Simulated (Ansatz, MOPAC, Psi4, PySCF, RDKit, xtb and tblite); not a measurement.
Relaxed torsion scan: C₈H₁₄, SMILES C=CC1CCCCC1. Scanned: dihedral C1–C2–C3–C4; all other coordinates were relaxed at B3LYP-D3(BJ)/def2-SVP.

Geometry of the scan point at -45° (Å):
```
22

C      3.0004     0.3315     1.3162
C      2.1559    -0.0287     0.3461
C      0.6495     0.1305     0.3630
C      0.0078    -0.2992     1.6958
C     -1.5151    -0.1344     1.6793
C     -2.1515    -0.8869     0.5067
C     -1.5256    -0.4634    -0.8258
C     -0.0038    -0.6263    -0.8061
H      4.0799     0.1971     1.2074
H      2.6541     0.7732     2.2557
H      2.5767    -0.4578    -0.5725
H      0.4234     1.2064     0.2212
H      0.4401     0.2770     2.5291
H      0.2669    -1.3569     1.8827
H     -1.7624     0.9400     1.5968
H     -1.9428    -0.4787     2.6355
H     -1.9997    -1.9728     0.6488
H     -3.2420    -0.7238     0.4896
H     -1.7728     0.5964    -1.0212
H     -1.9602    -1.0421    -1.6577
H      0.4319    -0.2830    -1.7598
H      0.2505    -1.6990    -0.7169
```

- GFN2-xTB, on its own relaxed geometries (the stored frames are those of B3LYP-D3(BJ)/def2-SVP) (xtb and tblite)
- MMFF94 // B3LYP-D3(BJ)/def2-SVP (RDKit)
- B3LYP/def2-TZVP // B3LYP-D3(BJ)/def2-SVP (Psi4)
- B3LYP-D3(BJ)/def2-TZVP // B3LYP-D3(BJ)/def2-SVP (Psi4)
- PBE/def2-TZVP // B3LYP-D3(BJ)/def2-SVP (Psi4)
- PBE-D3(BJ)/def2-TZVP // B3LYP-D3(BJ)/def2-SVP (Psi4)
- M06-2X/def2-TZVP // B3LYP-D3(BJ)/def2-SVP (Psi4)
- RHF/cc-pVDZ // B3LYP-D3(BJ)/def2-SVP (Ansatz, a quantum-chemistry and plane-wave program)
- MP2/cc-pVDZ = MP2 on RHF/cc-pVDZ, frozen core // B3LYP-D3(BJ)/def2-SVP run with Ansatz
- CCSD/cc-pVDZ = CCSD on RHF/cc-pVDZ, frozen core // B3LYP-D3(BJ)/def2-SVP run with Ansatz
- CCSD(T)/cc-pVDZ = CCSD(T) on RHF/cc-pVDZ, frozen core // B3LYP-D3(BJ)/def2-SVP (Ansatz)
- RHF/cc-pVTZ // B3LYP-D3(BJ)/def2-SVP (Ansatz)
- MP2/cc-pVTZ = Ansatz with MP2 on RHF/cc-pVTZ, frozen core // B3LYP-D3(BJ)/def2-SVP
- PM3, restricted, heats of formation // B3LYP-D3(BJ)/def2-SVP (MOPAC)
- AM1, restricted, heats of formation // B3LYP-D3(BJ)/def2-SVP (MOPAC)
- RKS-B3LYP/6-31G* = restricted B3LYP/6-31G*, spherical d, density fitting // B3LYP-D3(BJ)/def2-SVP (PySCF 2.14.0)
- RKS-B3LYP/LANL2DZ = restricted B3LYP/LANL2DZ, density fitting // B3LYP-D3(BJ)/def2-SVP run with PySCF 2.14.0
- RMP2/6-31G* = PySCF with restricted MP2 (frozen core)/6-31G*, spherical d // B3LYP-D3(BJ)/def2-SVP
- RKS-LDA (SVWN5)/6-31G* = restricted LDA (SVWN5)/6-31G*, spherical d, density fitting // B3LYP-D3(BJ)/def2-SVP in PySCF

Least-squares fit of E(φ) = a0 + Σ (a_n cos nφ + b_n sin nφ), n = 1 to 4, to the 12 scan points, in kcal/mol above the lowest point of each profile (levels whose profile four harmonics don't fit are not listed):

```tsv
method	a0	a1	b1	a2	b2	a3	b3	a4	b4	rms of fit
GFN2-xTB	1.05	0.24	0.43	0.18	-0.29	-0.48	-0.03	-0.04	-0.09	0.06
MMFF94	1.16	0.02	0.05	0.19	-0.31	-1.04	-0.13	0.02	-0.01	0.05
B3LYP/def2-TZVP	1.33	0.22	0.40	0.10	-0.17	-0.99	-0.12	-0.01	-0.05	0.04
B3LYP-D3(BJ)/def2-TZVP	1.11	0.13	0.23	0.09	-0.15	-0.97	-0.11	-0.01	-0.06	0.04
PBE/def2-TZVP	1.20	0.18	0.32	0.07	-0.13	-1.00	-0.12	-0.01	-0.06	0.04
PBE-D3(BJ)/def2-TZVP	1.07	0.13	0.22	0.07	-0.12	-0.99	-0.12	-0.01	-0.06	0.05
M06-2X/def2-TZVP	0.90	0.08	0.12	0.03	-0.06	-1.03	-0.11	-0.03	-0.09	0.06
RHF/cc-pVDZ	1.50	0.25	0.46	0.14	-0.23	-1.06	-0.13	-0.01	-0.06	0.05
MP2/cc-pVDZ	1.24	0.13	0.22	0.19	-0.30	-1.00	-0.10	-0.02	-0.08	0.07
CCSD/cc-pVDZ	1.15	0.15	0.27	0.13	-0.21	-0.92	-0.10	-0.02	-0.06	0.06
CCSD(T)/cc-pVDZ	1.13	0.13	0.24	0.14	-0.23	-0.90	-0.09	-0.02	-0.06	0.06
RHF/cc-pVTZ	1.55	0.27	0.50	0.13	-0.22	-1.09	-0.13	0.00	-0.06	0.05
MP2/cc-pVTZ	1.15	0.11	0.18	0.14	-0.23	-1.03	-0.10	-0.02	-0.09	0.05
PM3	0.72	0.23	0.45	0.06	-0.10	-0.19	0.03	0.00	-0.01	0.04
AM1	0.76	0.26	0.50	-0.02	0.01	-0.34	0.02	0.00	-0.01	0.03
RKS-B3LYP/6-31G*	1.28	0.19	0.36	0.11	-0.19	-0.96	-0.12	-0.01	-0.05	0.05
RKS-B3LYP/LANL2DZ	1.15	0.25	0.46	0.03	-0.08	-0.82	-0.09	0.00	-0.04	0.04
RMP2/6-31G*	1.28	0.14	0.25	0.21	-0.32	-0.94	-0.09	-0.02	-0.06	0.05
RKS-LDA (SVWN5)/6-31G*	1.00	0.05	0.08	-0.08	0.08	-1.12	-0.13	-0.01	-0.07	0.05
```
